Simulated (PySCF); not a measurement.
A structure optimised at PBE-D3(BJ)/def2-TZVP, used in a PySCF frequency run:

```
C
H 1 1.0988
H 1 1.1017 2 108.31
H 1 1.1022 2 107.98 3 -114.84
Al 1 1.9487 2 112.54 4 -122.27
F 5 1.6728 1 119.01 2 5.09
H 5 1.5899 6 115.37 1 -179.83
```
Charge 0, spin multiplicity 1.

Task: Write its SMILES and formula.

Result: [CH3][AlH][F], CH4AlF

Task: What are its rotational constants (standard atomic weights)?

Result: 24.986, 5.7416, 4.8082 GHz
